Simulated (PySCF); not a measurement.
Order these species by their calculated properties.

All species are isolated and taken at one optimised geometry, non-relativistic unless stated. Electronic properties by PySCF.

Dipoles, sizes and rotational constants follow the conformer. The torsions of the flexible species, by atom-mapped SMILES:
- `[O:1]=[CH:2][C:3]([C:4]([F:5])=[C:6]([F:7])[F:8])[CH:9]([F:10])[F:11]`: O1–C2–C3–C4 180°, C2–C3–C4–F5 0°, C2–C3–C9–F10 121°
- `[O:1]=[CH:2][C@@H:3]([C:4]([F:5])[F:6])[C:7]([F:8])=[C:9]([F:10])[F:11]`: O1–C2–C3–C4 101°, C2–C3–C4–F5 -76°, C2–C3–C7–F8 -57°
- `[CH:1]#[C:2][C@@:3]1([F:4])[CH2:5][CH:6]=[C:7]1[CH:8][F:9]`: C6–C7–C8–F9 0°
- `[CH3:1]/[N:2]=[CH:3]\[CH2:4][CH2:5][SH:6]`: N2–C3–C4–C5 178°, C3–C4–C5–S6 -177°, H–S6–C5–C4 -63°
- `[CH:1]#[C:2][Si@@H:3]([OH:4])[O:5][SiH3:6]`: C2–Si3–O5–Si6 60°, H–O4–Si3–C2 70°
- `[CH2:1]=[C:2]([O-:3])[C:4]([F:5])([F:6])[CH2:7][CH3:8]`: C1–C2–C4–F5 -67°, C2–C4–C7–C8 -65°

The conformers of `CC1(Cl)CCCC1` aren't listed.

**Question.** Rank by isotropic g value, highest first (unrestricted B3LYP/pcH-1, mean-field spin–orbit at GFN2-xTB geometries).
A. `FC(F)[C](C(F)=C(F)F)C=O` [radical]
B. `Fc1c(F)ccc(c1)[CH2]` [radical]
C. `C#C[C@@]1(F)CC=C1[CH]F` [radical]
D. `FC([C@@H](C=O)[C](F)F)=C(F)F` [radical]

**Answer.** A (2.00466), D (2.00386), C (2.00338), B (2.00280).

**Question.** Rank by HOMO–LUMO gap, highest first (PBE0/def2-SVPD at GFN2-xTB geometries).
A. `[CH2+]c1ccc(F)c(F)c1`
B. `O=[PH3]`
C. `CC1(Cl)CCCC1`
D. `C(C/C=N\C)S`
E. `C#C[Si@@H](O)O[SiH3]`

**Answer.** C (8.65 eV), B (8.53 eV), E (8.12 eV), D (6.62 eV), A (3.93 eV).

**Question.** Rank by lowest triplet excitation (Tamm–Dancoff), highest first (TDA PBE0/def2-SVPD at GFN2-xTB geometries).
A. `C/N=C\CCS`
B. `c1cc(cc(c1F)F)[CH2+]`
C. `C1(C)(CCCC1)Cl`
D. `C(#C)[Si@@H](O)O[SiH3]`

**Answer.** C (6.39 eV), D (4.99 eV), A (4.00 eV), B (1.97 eV).

**Question.** By how much do the two ends of that ranking differ?

**Answer.** By 4.42 eV, between `CC1(Cl)CCCC1` and `[CH2+]c1ccc(F)c(F)c1`.

**Question.** Rank by smallest rotational constant, lowest first (GFN2-xTB).
A. `C=C([O-])C(F)(F)CC`
B. `FC(F)[C](C(F)=C(F)F)C=O` [radical]
C. `C1[C@@](F)(C(=C1)[CH]F)C#C` [radical]
D. `[CH2]c1ccc(F)c(F)c1` [radical]

**Answer.** B (0.627 GHz), D (0.943 GHz), C (1.047 GHz), A (1.505 GHz).

**Question.** Give the two extremes of that set in cm⁻¹.

**Answer.** `O=C[C](C(F)=C(F)F)C(F)F` [doublet state]: 0.0209 cm⁻¹; `C=C([O-])C(F)(F)CC`: 0.0502 cm⁻¹.

**Question.** Rank by electronic spatial extent ⟨r²⟩ about the centre of nuclear charge, lowest first (PBE0/def2-SVPD at GFN2-xTB geometries).
A. `O=[PH3]`
B. `[CH2+]C1=CC(F)=C(F)C=C1`
C. `C/N=C\CCS`
D. `C#C[Si@@H](O)O[SiH3]`

**Answer.** A (113 bohr²), D (1074 bohr²), B (1095 bohr²), C (1208 bohr²).

**Question.** Give the two extremes of that set in Å².

**Answer.** `O=[PH3]`: 32 Å²; `C/N=C\CCS`: 338 Å².

**Question.** Rank by static isotropic polarisability, lowest first (PBE0/def2-SVPD at GFN2-xTB geometries).
A. `[CH2+]c1ccc(F)c(F)c1`
B. `C/N=C\CCS`
C. `O=[PH3]`
D. `O([SiH3])[Si@@H](C#C)O`

**Answer.** C (28.3 au), D (76.9 au), B (79.9 au), A (81.8 au).

**Question.** Give the two extremes of that set as polarisability volumes in Å³.

**Answer.** `O=[PH3]`: 4.20 Å³; `[CH2+]c1ccc(F)c(F)c1`: 12.12 Å³.
